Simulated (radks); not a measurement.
Spherical quantum dot in the effective-mass picture: electrons in a hard-walled sphere of radius 4.62, all in effective atomic units (hartree* = m*/eps^2 hartree, bohr* = eps/m* bohr), one dielectric constant everywhere. Method: non-relativistic Kohn-Sham, exchange-only LDA, spin-polarised, spherical densities; computed with a radial shooting solver with Libxc functionals. Levels are named by radial order and angular momentum (1s, 1p, 1d, 2s, ...), and open shells are averaged over m.

N = 17, configuration 1s2 1p6 1d(up 5, down 4). This is the lowest configuration that the search found. Occupied and some empty levels:

level    occupation  eigenvalue (hartree*)  <r> (bohr*)
1s up             1                 4.9056        3.105
1s down           1                 4.9198        3.100
1p up             3                 5.0286        3.227
1p down           3                 5.0434        3.224
1d up             5                 5.2410        3.331
1d down           4                 5.2562        3.330
1f up             0                 5.5314        3.418
1f down           0                 5.5468        3.418
2s up             0                 5.7469        2.076
2s down           0                 5.7535        2.074
2p up             0                 6.1495        2.423
2p down           0                 6.1584        2.421

Energy (hartree*): total 48.1779, kinetic 12.306, external 0, Hartree 40.705, exchange-correlation -4.8330.
